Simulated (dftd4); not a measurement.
BiBr₂, doublet, at a GFN2-xTB geometry (such geometries of metal compounds can be far from the true shape) (the spin is typed, not shown lowest).

The dftd4 input:
```
$ dftd4 mol.xyz --func wb97x --charge 0 --json dftd4.json --noedisp --property

# file mol.xyz
3

Bi     0.68766245     0.36152697     0.23000733
Br    -1.16365471     1.02213685    -1.51182898
Br    -0.46708767    -1.87947223     0.96638303
```

Problem. What does this run give for the partial charges in atom order, dispersion energy?

Solution. 
```
Item                                                   Result
-----------------------------  ------------------------------
partial charges in atom order  Bi1 0.54, Br2 -0.27, Br3 -0.27
dispersion energy                             -15.20 kcal/mol
```
